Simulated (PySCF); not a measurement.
**Unknowns**

Theoretical values (PySCF 2.14.0 with density-fitted response routines): GIAO PBE0/pcSseg-1 shieldings, coordinates at the GFN2-xTB level. A single conformation, non-relativistic Hamiltonian, one averaged value for each set of equivalent atoms, no solvent model.

References, each an isolated molecule treated in the same way: ¹H and ¹³C vs TMS. Splittings of carbon signals by F and P are missing where no couplings were computed. Where no couplings were computed, multiplicities follow the n + 1 count of equivalent neighbours, and m marks all less simple cases (inequivalent or close neighbours, rings, F or P nearby). Shifts are as computed. Against solution values, carbons near 30 ppm lie about +3 ppm off and those near 130 ppm about +5 ppm; carbons on Cl a further +6 ppm. Of 1309 compounds with measured shifts, 239 miss one by over three times the rms of a fit or turn the order of signals round; such compounds aren't used in these exercises. Carbons bonded to Cl come out too deshielded.

Problem. C₅H₈ClF₃Si. ¹H NMR (600 MHz, computed): δ 4.26 (m, 2H), 2.86 (m, 2H), 2.75 (m, 2H), 2.09 (m, 1H), 2.08 (m, 1H). ¹³C{¹H} NMR (computed): δ 138.7, 53.6, 38.7, 15.2. Give a structure.

Solution. `InChI=1S/C5H8ClF3Si/c6-4(2-1-3-4)10-5(7,8)9/h1-3,10H2`. Rings plus π bonds: 1 (1 ring in the answer). 4 carbon signals for 5 carbons: some carbons are equivalent by symmetry or fast rotation. Carbon types of the structure: 2 × C, 3 × CH2, leaving 2 H on heteroatoms. δC 138.7: CF3 carbon; 3 electronegative neighbours deshield it. δC 53.6: fully substituted sp3 carbon bonded to Cl and Si; pulled downfield by the heteroatom. δC 38.7, 15.2: sp3 CH2 in a ring; a saturated carbon with 2 carbon neighbours and no heteroatom attached. δH 4.26: hydrogen on a silicon bonded to 2 C.

The shifts were computed for this structure.

Problem. C₅H₈ClF₃Si. ¹H NMR (600 MHz, computed): δ 6.67 (q, 1H), 4.87 (m, 2H), 4.60 (s, 2H), 1.85 (d, 3H). ¹³C{¹H} NMR (computed): δ 152.1, 140.0, 136.0, 52.3, 18.8. Give a structure.

Solution. SMILES C/C=C(\CCl)[SiH2]C(F)(F)F. The formula gives 1 degree of unsaturation (no ring in the answer). 5 carbon signals for 5 carbons: no two carbons are equivalent. Carbon types of the structure: 2 × C, 1 × CH, 1 × CH2, 1 × CH3, leaving 2 H on heteroatoms. δC 152.1: alkene CH; as expected for a trigonal carbon in a double bond. δC 140.0: CF3 carbon; 3 electronegative neighbours deshield it. δC 136.0: fully substituted alkene carbon; the olefinic region. δH 1.85: hydrogen on an allylic methyl carbon; allylic position.

This is the structure that produced the data.
